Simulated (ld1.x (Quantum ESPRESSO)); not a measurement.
## LDA (PZ) ultrasoft dataset for phosphorus (P), scalar-relativistic all-electron reference.

P, ultrasoft, made with ld1.x (Quantum ESPRESSO) 7.5 (LDA (PZ), scalar-relativistic). Core [Ne], reference 3s1.5 3p3.5. Waves: 3s (bound): rcut 1.35, rcutus 1.85 bohr; 3s channel at -0.4 Ry: rcut 1.35, rcutus 1.85 bohr; 3p (bound): rcut 1.25, rcutus 1.50 bohr; 3p channel at 0.05 Ry: rcut 1.25, rcutus 1.50 bohr. Local part: all-electron potential smoothed inside 1.20 bohr (lloc = -1). Core correction: none. Augmentation charge: PSQ, inside the norm-conserving radii.

All-electron outer shells of the reference configuration (LDA (PZ), scalar-relativistic, ld1.x):

```json
{"shell": "2s", "level (eV)": "-173.90", "outermost node (bohr)": "0.14", "outermost maximum (bohr)": "0.42"}
{"shell": "2p", "level (eV)": "-125.26", "outermost node (bohr)": "–", "outermost maximum (bohr)": "0.35"}
{"shell": "3s", "level (eV)": "-14.38", "outermost node (bohr)": "0.66", "outermost maximum (bohr)": "1.56"}
{"shell": "3p", "level (eV)": "-5.89", "outermost node (bohr)": "0.64", "outermost maximum (bohr)": "1.81"}
```

Problem. Does the generator finish with these settings?

Solution. Yes, a potential is produced and its reference levels are reproduced.

Problem. Estimate the cutoffs (Ry, on a coarse ladder) from which the occupation-weighted sum of valence levels, in a spherical-Bessel basis at the reference potential, stays within 10 and 1 mRy of its value at 400 Ry.

Solution. 10 Ry and 15 Ry.

Problem. Does the potential have ghost states?

Solution. No extra level below or beside the all-electron valence levels (s, p, d, f tested).

Problem. Is the overlap operator S = 1 + Σ q|β⟩⟨β| positive definite (Bessel basis up to 400 Ry)?

Solution. Yes: its lowest eigenvalue is 0.37 (s channel).

Problem. Which valence shell sets the plane-wave cutoff?

Solution. 3p: its level needs 12 Ry to come within 1 mRy, against 6 Ry for 3s.

Problem. Tests: 3s2 3p3; 3s2 3p2; 3s2 3p1; 3s2 3p0; 3s1 3p0; 3s1 3p3; 3s2 3p3.3. Which has the largest error in its energy relative to the reference configuration, and how large is it?

Solution. 3s1 3p0, with +359 meV (all-electron minus pseudo) on +106.93 eV.
